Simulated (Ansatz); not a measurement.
Ansatz (a program for electronic structure) input file for CH6OSiTe, SMILES CO[Te][SiH3], PBE0-D3(BJ)/def2-SVP. 

Ansatz 0.2 input:
```yaml
crystal:
  periodic: [false, false, false]
  atoms:
    - {symbol: Te, position_ang: [0.12549238, 0.01715470, 0.69539025]}
    - {symbol: O, position_ang: [1.32085682, 0.54482988, -0.84339146]}
    - {symbol: C, position_ang: [1.80865579, -0.45480794, -1.67999451]}
    - {symbol: H, position_ang: [1.00487604, -1.00647783, -2.17800707]}
    - {symbol: H, position_ang: [2.40939581, 0.04807354, -2.44063482]}
    - {symbol: H, position_ang: [2.44575859, -1.16630484, -1.14731102]}
    - {symbol: Si, position_ang: [-1.91488957, -0.01842198, -0.75204132]}
    - {symbol: H, position_ang: [-1.81132081, -1.03069954, -1.80710783]}
    - {symbol: H, position_ang: [-2.18284655, 1.27251821, -1.38249450]}
    - {symbol: H, position_ang: [-3.00180241, -0.38103789, 0.15093972]}
basis:
  gaussian:
    orbitals: def2-SVP
hamiltonian:
  xc: pbe0
  dispersion: d3bj
relax: {f_tol: 0.002, max_steps: 200}
```

It prints:

```
Functional definition: PBE0
integrals: 0.06 GiB planned
1181 factors; integrals over basis functions are off by at most 3.3e-4 eV
mean field: 0.46 GiB planned
mean field evaluation 1: about -18336.1562 eV, gradient 4.3e1 eV
mean field evaluation 2: about -18322.1597 eV, gradient 9.0e1 eV
mean field evaluation 4: about -18340.3000 eV, gradient 4.6e0 eV
mean field evaluation 8: about -18340.3772 eV, gradient 6.0e-2 eV
mean field evaluation 16: about -18340.3773 eV, gradient 7.6e-5 eV
mean field -18340.37725819 eV, -673.9964326844 hartree, gradient 7.6e-5 eV, S^2 0.000000; 0 other end points of the search recorded, 0 dependent functions left out
the calculation of the forces begins
reference -18340.37728513 eV, -673.9964336742 hartree; 29, 29 occupied and 73, 73 virtual orbitals, 1181 factors
relax step   1: F+E_penalty+E_count = -18340.58822495 eV  Δ(F+E_penalty+E_count) = +0.000e0 eV  max|allowed force component| = 5.635e-1 eV/Å  Δτ_max = 0.0000 Å  (26 SCF iters, accepted)
these checks for a lower state are left out or cut short: starts, cluster_reference, orbital_swaps, neighbouring_geometries, increment
integrals: 0.06 GiB planned
1181 factors; integrals over basis functions are off by at most 3.7e-4 eV
mean field: 0.46 GiB planned
mean field -18340.41514111 eV, -673.9978248560 hartree, gradient 2.0e-5 eV, S^2 0.000000; 0 other end points of the search recorded, 0 dependent functions left out
the calculation of the forces begins
reference -18340.41516812 eV, -673.9978258486 hartree; 29, 29 occupied and 73, 73 virtual orbitals, 1181 factors
relax step   2: F+E_penalty+E_count = -18340.62532497 eV  Δ(F+E_penalty+E_count) = -3.710e-2 eV  max|allowed force component| = 2.583e-1 eV/Å  Δτ_max = 0.0740 Å  (31 SCF iters, accepted)
these checks for a lower state are left out or cut short: starts, cluster_reference, orbital_swaps, neighbouring_geometries, increment
integrals: 0.06 GiB planned
1181 factors; integrals over basis functions are off by at most 3.8e-4 eV
mean field: 0.46 GiB planned
mean field -18340.42390949 eV, -673.9981470880 hartree, gradient 1.5e-5 eV, S^2 0.000000; 0 other end points of the search recorded, 0 dependent functions left out
the calculation of the forces begins
reference -18340.42393653 eV, -673.9981480817 hartree; 29, 29 occupied and 73, 73 virtual orbitals, 1181 factors
relax step   3: F+E_penalty+E_count = -18340.63473099 eV  Δ(F+E_penalty+E_count) = -9.406e-3 eV  max|allowed force component| = 7.408e-2 eV/Å  Δτ_max = 0.0369 Å  (31 SCF iters, accepted)
these checks for a lower state are left out or cut short: starts, cluster_reference, orbital_swaps, neighbouring_geometries, increment
integrals: 0.06 GiB planned
1181 factors; integrals over basis functions are off by at most 3.7e-4 eV
mean field: 0.46 GiB planned
mean field evaluation 32: about -18340.4243 eV, gradient 4.8e-1 eV
mean field -18340.42491388 eV, -673.9981839987 hartree, gradient 1.3e-5 eV, S^2 0.000000; 0 other end points of the search recorded, 0 dependent functions left out
the calculation of the forces begins
reference -18340.42494092 eV, -673.9981849925 hartree; 29, 29 occupied and 73, 73 virtual orbitals, 1181 factors
relax step   4: F+E_penalty+E_count = -18340.63554475 eV  Δ(F+E_penalty+E_count) = -8.138e-4 eV  max|allowed force component| = 2.034e-2 eV/Å  Δτ_max = 0.0104 Å  (25 SCF iters, accepted)
these checks for a lower state are left out or cut short: starts, cluster_reference, orbital_swaps, neighbouring_geometries, increment
integrals: 0.06 GiB planned
1181 factors; integrals over basis functions are off by at most 4.1e-4 eV
mean field: 0.46 GiB planned
mean field -18340.42665820 eV, -673.9982481011 hartree, gradient 1.6e-5 eV, S^2 0.000000; 0 other end points of the search recorded, 0 dependent functions left out
the calculation of the forces begins
reference -18340.42668530 eV, -673.9982490972 hartree; 29, 29 occupied and 73, 73 virtual orbitals, 1181 factors
relax step   5: F+E_penalty+E_count = -18340.63679929 eV  Δ(F+E_penalty+E_count) = -1.255e-3 eV  max|allowed force component| = 3.160e-2 eV/Å  Δτ_max = 0.1010 Å  (30 SCF iters, accepted)
these checks for a lower state are left out or cut short: starts, cluster_reference, orbital_swaps, neighbouring_geometries, increment
integrals: 0.06 GiB planned
1181 factors; integrals over basis functions are off by at most 4.1e-4 eV
mean field: 0.46 GiB planned
mean field -18340.42667444 eV, -673.9982486980 hartree, gradient 1.5e-5 eV, S^2 0.000000; 0 other end points of the search recorded, 0 dependent functions left out
the calculation of the forces begins
reference -18340.42670154 eV, -673.9982496939 hartree; 29, 29 occupied and 73, 73 virtual orbitals, 1181 factors
relax step   6: F+E_penalty+E_count = -18340.63693076 eV  Δ(F+E_penalty+E_count) = -1.315e-4 eV  max|allowed force component| = 3.187e-2 eV/Å  Δτ_max = 0.0086 Å  (25 SCF iters, accepted)
these checks for a lower state are left out or cut short: starts, cluster_reference, orbital_swaps, neighbouring_geometries, increment
integrals: 0.06 GiB planned
1181 factors; integrals over basis functions are off by at most 4.3e-4 eV
mean field: 0.46 GiB planned
mean field -18340.42677847 eV, -673.9982525209 hartree, gradient 1.4e-5 eV, S^2 0.000000; 0 other end points of the search recorded, 0 dependent functions left out
the calculation of the forces begins
reference -18340.42680554 eV, -673.9982535159 hartree; 29, 29 occupied and 73, 73 virtual orbitals, 1181 factors
relax step   7: F+E_penalty+E_count = -18340.63724765 eV  Δ(F+E_penalty+E_count) = -3.169e-4 eV  max|allowed force component| = 2.763e-2 eV/Å  Δτ_max = 0.0639 Å  (31 SCF iters, accepted)
these checks for a lower state are left out or cut short: starts, cluster_reference, orbital_swaps, neighbouring_geometries, increment
integrals: 0.06 GiB planned
1181 factors; integrals over basis functions are off by at most 4.3e-4 eV
mean field: 0.46 GiB planned
mean field -18340.42684150 eV, -673.9982548374 hartree, gradient 2.0e-5 eV, S^2 0.000000; 0 other end points of the search recorded, 0 dependent functions left out
the calculation of the forces begins
reference -18340.42686858 eV, -673.9982558323 hartree; 29, 29 occupied and 73, 73 virtual orbitals, 1181 factors
relax step   8: F+E_penalty+E_count = -18340.63739601 eV  Δ(F+E_penalty+E_count) = -1.484e-4 eV  max|allowed force component| = 1.525e-2 eV/Å  Δτ_max = 0.0200 Å  (25 SCF iters, accepted)
these checks for a lower state are left out or cut short: starts, cluster_reference, orbital_swaps, neighbouring_geometries, increment
integrals: 0.06 GiB planned
1181 factors; integrals over basis functions are off by at most 4.2e-4 eV
mean field: 0.46 GiB planned
mean field evaluation 64: about -18340.4268 eV, gradient 1.6e-1 eV
mean field -18340.42692155 eV, -673.9982577791 hartree, gradient 1.9e-5 eV, S^2 0.000000; 0 other end points of the search recorded, 0 dependent functions left out
the calculation of the forces begins
reference -18340.42694862 eV, -673.9982587739 hartree; 29, 29 occupied and 73, 73 virtual orbitals, 1181 factors
relax step   9: F+E_penalty+E_count = -18340.63742379 eV  Δ(F+E_penalty+E_count) = -2.778e-5 eV  max|allowed force component| = 3.216e-3 eV/Å  Δτ_max = 0.0052 Å  (23 SCF iters, accepted)
these checks for a lower state are left out or cut short: starts, cluster_reference, orbital_swaps, neighbouring_geometries, increment
integrals: 0.06 GiB planned
1181 factors; integrals over basis functions are off by at most 4.3e-4 eV
mean field: 0.46 GiB planned
mean field -18340.42697620 eV, -673.9982597874 hartree, gradient 1.8e-5 eV, S^2 0.000000; 0 other end points of the search recorded, 0 dependent functions left out
the calculation of the forces begins
reference -18340.42700327 eV, -673.9982607821 hartree; 29, 29 occupied and 73, 73 virtual orbitals, 1181 factors
relax step  10: F+E_penalty+E_count = -18340.63744488 eV  Δ(F+E_penalty+E_count) = -2.109e-5 eV  max|allowed force component| = 3.375e-3 eV/Å  Δτ_max = 0.0076 Å  (24 SCF iters, accepted)
these checks for a lower state are left out or cut short: starts, cluster_reference, orbital_swaps, neighbouring_geometries, increment
integrals: 0.06 GiB planned
1181 factors; integrals over basis functions are off by at most 4.3e-4 eV
mean field: 0.46 GiB planned
mean field -18340.42709367 eV, -673.9982641043 hartree, gradient 1.1e-5 eV, S^2 0.000000; 0 other end points of the search recorded, 0 dependent functions left out
the calculation of the forces begins
reference -18340.42712073 eV, -673.9982650988 hartree; 29, 29 occupied and 73, 73 virtual orbitals, 1181 factors
relax step  11: F+E_penalty+E_count = -18340.63744457 eV  Δ(F+E_penalty+E_count) = +3.167e-7 eV  max|allowed force component| = 7.758e-3 eV/Å  Δτ_max = 0.0121 Å  (24 SCF iters, rejected (line search))
these checks for a lower state are left out or cut short: starts, cluster_reference, orbital_swaps, neighbouring_geometries, increment
integrals: 0.06 GiB planned
1181 factors; integrals over basis functions are off by at most 4.3e-4 eV
mean field: 0.46 GiB planned
mean field -18340.42703777 eV, -673.9982620502 hartree, gradient 1.1e-5 eV, S^2 0.000000; 0 other end points of the search recorded, 0 dependent functions left out
the calculation of the forces begins
reference -18340.42706484 eV, -673.9982630447 hartree; 29, 29 occupied and 73, 73 virtual orbitals, 1181 factors
relax step  12: F+E_penalty+E_count = -18340.63745877 eV  Δ(F+E_penalty+E_count) = -1.388e-5 eV  max|allowed force component| = 2.209e-3 eV/Å  Δτ_max = 0.0059 Å  (24 SCF iters, accepted)
these checks for a lower state are left out or cut short: starts, cluster_reference, orbital_swaps, neighbouring_geometries, increment
integrals: 0.06 GiB planned
1181 factors; integrals over basis functions are off by at most 4.3e-4 eV
mean field: 0.46 GiB planned
mean field -18340.42711844 eV, -673.9982650146 hartree, gradient 2.0e-5 eV, S^2 0.000000; 0 other end points of the search recorded, 0 dependent functions left out
the calculation of the forces begins
reference -18340.42714550 eV, -673.9982660091 hartree; 29, 29 occupied and 73, 73 virtual orbitals, 1181 factors
relax step  13: F+E_penalty+E_count = -18340.63746588 eV  Δ(F+E_penalty+E_count) = -7.114e-6 eV  max|allowed force component| = 3.959e-3 eV/Å  Δτ_max = 0.0092 Å  (24 SCF iters, accepted)
these checks for a lower state are left out or cut short: starts, cluster_reference, orbital_swaps, neighbouring_geometries, increment
integrals: 0.06 GiB planned
1181 factors; integrals over basis functions are off by at most 4.3e-4 eV
mean field: 0.46 GiB planned
mean field evaluation 96: about -18340.4271 eV, gradient 3.5e-5 eV
mean field -18340.42711616 eV, -673.9982649310 hartree, gradient 3.5e-5 eV, S^2 0.000000; 0 other end points of the search recorded, 0 dependent functions left out
the calculation of the forces begins
reference -18340.42714322 eV, -673.9982659255 hartree; 29, 29 occupied and 73, 73 virtual orbitals, 1181 factors
relax step  14: F+E_penalty+E_count = -18340.63746813 eV  Δ(F+E_penalty+E_count) = -2.251e-6 eV  max|allowed force component| = 1.880e-3 eV/Å  Δτ_max = 0.0010 Å  (20 SCF iters, accepted)
integrals: 0.06 GiB planned
1181 factors; integrals over basis functions are off by at most 4.3e-4 eV
mean field: 0.46 GiB planned
mean field -18340.42711616 eV, -673.9982649310 hartree, gradient 3.5e-5 eV, S^2 0.000000; 1 other end points of the search recorded, 0 dependent functions left out
the calculation of the forces begins
reference -18340.42714322 eV, -673.9982659255 hartree; 29, 29 occupied and 73, 73 virtual orbitals, 1181 factors
Total energy: -18340.63749519 eV, -674.0059962178 hartree
Atom 0 at     0.137220     0.041829     0.658065 Å, force    -0.001304    -0.000002     0.000430 eV/Å
Atom 1 at     1.269333     0.571300    -0.927215 Å, force     0.001880    -0.000748    -0.001263 eV/Å
Atom 2 at     1.822887    -0.479794    -1.671662 Å, force     0.001070    -0.000119     0.001173 eV/Å
Atom 3 at     1.058127    -1.136236    -2.129231 Å, force     0.000600    -0.000168    -0.000166 eV/Å
Atom 4 at     2.404728    -0.015835    -2.485752 Å, force    -0.001420     0.000341     0.000288 eV/Å
Atom 5 at     2.507746    -1.116702    -1.081214 Å, force    -0.001818     0.001004    -0.000519 eV/Å
Atom 6 at    -1.938203     0.005076    -0.742509 Å, force     0.000870    -0.000002    -0.000209 eV/Å
Atom 7 at    -1.759407    -0.930585    -1.891590 Å, force    -0.000156    -0.000272    -0.000407 eV/Å
Atom 8 at    -2.260137     1.366497    -1.258413 Å, force     0.000451     0.000197     0.000001 eV/Å
Atom 9 at    -3.038117    -0.480724     0.144868 Å, force    -0.000174    -0.000229     0.000673 eV/Å
Dipole moment:    -0.127297    -0.265737    -0.001412 e Å
```

Self-consistency was reached.

Cost: around 90 core-seconds (rough).
